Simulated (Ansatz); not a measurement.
Basis sets compared for Mg₄⁺ (the lowest doublet isomer of a short search). Charge 1, multiplicity 2. Geometry PBE0/def2-TZVP. Ansatz on 4 threads of Arm Neoverse V1 on a shared host; times are rough, and most runs start from earlier orbitals.

```xyz
4

Mg    1.516    1.214    0.405
Mg   -0.705    0.904   -1.620
Mg   -1.720   -0.379    0.916
Mg    0.908   -1.739    0.299
```

At HF/STO-3G, HF/def2-TZVP the charge 1 doublet is spin-contaminated (final ⟨S²⟩ up to 1.01, 0.75 for a pure state). The structure comes from a short search, and lower isomers may exist.

```csv
level,functions,energy (Eh),HOMO (eV),LUMO (eV),wall time
HF/STO-3G,36,-788.1269,-4.91,1.94,0.15 s
PBE/def2-SVP,72,-799.3242,-8.14,-7.49,1.4 s
PBE0/def2-SVP,72,-799.3923,-8.69,-6.85,2.3 s
```

Q: Estimate the rows for HF/def2-TZVP, PBE/def2-TZVP (with forces), PBE0/def2-TZVP.

A: 
```csv
level,functions,energy (Eh),HOMO (eV),LUMO (eV),wall time
HF/def2-TZVP,128,-798.2320,-10.08,-4.07,1.2 s
PBE/def2-TZVP (with forces),128,-799.6062,-8.14,-7.48,2.1 s
PBE0/def2-TZVP,128,-799.6741,-8.70,-6.85,5.5 s
```
